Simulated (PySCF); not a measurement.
# Cu⁻ (copper, charge -1): UHF calculation

Configuration: [Ar] 3d10 4s2, closed-shell 1S. Computed with PySCF 2.14 in aug-cc-pVTZ-PP with one added diffuse shell each of s, p, d, f, g type with ECP10MDF (7s7p6d4f3g, 113 functions), with scalar relativity through the core potential.

```
Total energy             : -196.176435 hartree
One-electron energy      : -360.1514 hartree
Hartree (Coulomb) energy : 182.0208 hartree
Exchange energy          : -18.0459 hartree
⟨S²⟩                     : 0.0000
⟨L²⟩                     : 0.000
Sum of ⟨r⟩               : 25.17 bohr
Sum of ⟨r²⟩              : 73.65 bohr²
Time after the integrals : roughly 8 core-seconds
```

```json
{"shell": "3s", "electrons": "2", "mean orbital energy (eV)": "-136.59", "rms radius, mean of both spins (bohr)": "0.768"}
{"shell": "3p", "electrons": "6", "mean orbital energy (eV)": "-87.672", "rms radius, mean of both spins (bohr)": "0.818"}
{"shell": "3d", "electrons": "10", "mean orbital energy (eV)": "-7.583", "rms radius, mean of both spins (bohr)": "1.17"}
{"shell": "4s", "electrons": "2", "mean orbital energy (eV)": "-0.598", "rms radius, mean of both spins (bohr)": "5.23"}
```

Energies and moments cover only the electrons outside the core potential.
